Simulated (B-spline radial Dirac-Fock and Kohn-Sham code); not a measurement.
**Ne⁶⁺: eigenvalues, ΔSCF and the reference**

System: the Ne⁶⁺ ion in the configuration [He] 2s2.

The density-functional columns are spherical, spin-unpolarised Dirac-Kohn-Sham results without Breit or QED terms: −ε is minus the orbital energy of the initial state and ΔSCF the difference of two total energies. The reference in the last column comes from Dirac-Fock energy differences between relaxed states, corrected for Breit and QED terms. All numbers are from a radial atomic solver, in eV; a selection of levels is shown.

| level | PBE −ε | PBE ΔSCF | LDA −ε | LDA ΔSCF | Dirac-Fock |
| --- | --- | --- | --- | --- | --- |
| 1s | 1041.8 | 1110.6 | 1036.3 | 1104.6 | 1099.3 |
| 2s | 192.5 | 207.7 | 191.7 | 207.0 | 203.8 |

Problem. Order the estimates of the K (1s) level by their distance from the Dirac-Fock value, nearest first.
A. PBE ΔSCF
B. PBE −ε
C. LDA −ε
D. LDA ΔSCF

Solution. D (5.3 eV), A (11.3 eV), B (57.5 eV), C (63.0 eV).

For the outermost level NIST gives 207.271 ± 0.012 eV (measured); the differences from it are PBE −ε -14.81, PBE ΔSCF +0.48, LDA −ε -15.54, LDA ΔSCF -0.25, Dirac-Fock -3.48 eV.

Values without a named source are computed, but for edge energies of neutral atoms, which are taken from tables.
